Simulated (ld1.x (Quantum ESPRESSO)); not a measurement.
**u(r) = r·R(r): atom against pseudo-atom (oxygen)**

Columns: radius, all-electron u(r) and pseudo u(r) of the 2p shell (level -16.22 eV) of oxygen in the configuration [He] 2s2 2p3.5; revPBE, scalar-relativistic, ultrasoft scheme, ld1.x (Quantum ESPRESSO) 7.5.

```tsv
r (bohr)	all-electron	pseudo
0.068	0.0564	0.0129
0.135	0.1736	0.0498
0.202	0.3080	0.1084
0.270	0.4394	0.1860
0.338	0.5555	0.2766
0.405	0.6513	0.3730
0.473	0.7295	0.4719
0.540	0.7886	0.5650
0.608	0.8316	0.6499
0.675	0.8590	0.7204
0.742	0.8737	0.7753
0.810	0.8777	0.8140
0.878	0.8727	0.8359
0.945	0.8608	0.8422
1.013	0.8430	0.8358
1.080	0.8213	0.8196
1.148	0.7961	0.7963
1.215	0.7689	0.7692
1.283	0.7396	0.7397
1.350	0.7099	0.7099
1.418	0.6791	0.6791
1.485	0.6487	0.6487
1.553	0.6180	0.6180
1.620	0.5882	0.5882
1.688	0.5585	0.5585
1.755	0.5301	0.5301
```

(1) How many radial nodes do the two functions have?

(2) At about which radius was the pseudo-wave matched?

(3) Is the pseudo-wave norm-conserving?

Results:

(1) The all-electron 2p function has n − l − 1 = 0; the pseudo-wave has 0.

(2) 1.35 bohr. The columns agree to 0.0005 from 1.15 bohr on; several derivatives are matched, so the curves merge somewhat inside the radius.

(3) No, it belongs to an ultrasoft set: the norm inside the radius is not constrained, and the difference is carried by the augmentation charge.
